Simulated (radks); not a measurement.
Initial-state core-level shifts of neutral osmium when its valence configuration changes from [Xe] 4f14 5d6 6s2. Calculated with a radial shooting solver on a logarithmic mesh with Libxc functionals: scalar-relativistic Kohn-Sham, LDA (Slater exchange, Perdew-Wang correlation), spin-unpolarised, spherical densities, point nucleus. Shifts are changes of the shell-averaged eigenvalues in eV (positive: less bound).

valence                    1s       2p       4d      5s
4f13 5d7 6s2          -10.698  -11.525  -10.798  -4.000
4f13.5 5d6.5 6s2       -5.283   -5.689   -5.355  -2.009
4f13 5d6 6s2 6p1      -15.466  -16.392  -15.612  -8.656
4f14 5d5.5 6s2 6p0.5   -2.238   -2.282   -2.265  -2.209
4f13.5 5d6 6s2 6p0.5   -7.594   -8.044   -7.692  -4.283
4f14 5d6 6s1.5 6p0.5   -0.932   -0.917   -0.923  -0.926
4f12.5 5d7.5 6s2      -16.240  -17.507  -16.323  -5.974
4f14 5d5 6s2 6p1       -4.503   -4.597   -4.557  -4.426
4f14 5d7 6s1           +2.332   +2.434   +2.407  +2.327
